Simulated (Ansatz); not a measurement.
Species: GaBr, net charge 0, singlet state. SMILES: [Br][Ga]
Coordinates optimised at B3LYP-D3(BJ)/def2-TZVP (Ansatz, a quantum-chemistry and plane-wave program):
```
Ga
Br 1 2.3998
```
Charge 0, spin multiplicity 1.

Wanted: vertical triplet-singlet gap, E(triplet) - E(singlet), in eV. Set-up: open shells spin-unrestricted; non-relativistic; spin-orbit terms left out; 6-31G* and kin with 6d, 5d where marked; each state is the SCF solution reached for its charge and spin. Ab initio and DFT rows: single points at B3LYP-D3(BJ) geometries (Ansatz). Levels can end on unlike triplets.

```tsv
species	coefficient	E at B3LYP/6-31G* (Ansatz), Eh	E at B3LYP/def2-TZVPD (Ansatz), Eh
charge 0, triplet	+1	-4498.45755	-4499.03125
charge 0, singlet	-1	-4498.58776	-4499.16052
```

 1 Eh = 27.2114 eV.

### Question
Work the quantity out at each level.

### Answer

- B3LYP/6-31G*: the sum of coefficient times E is 0.13021 Eh, or 3.543 eV. Result: 3.54 eV.
- B3LYP/def2-TZVPD: the sum of coefficient times E is 0.12927 Eh, or 3.518 eV. Result: 3.52 eV.
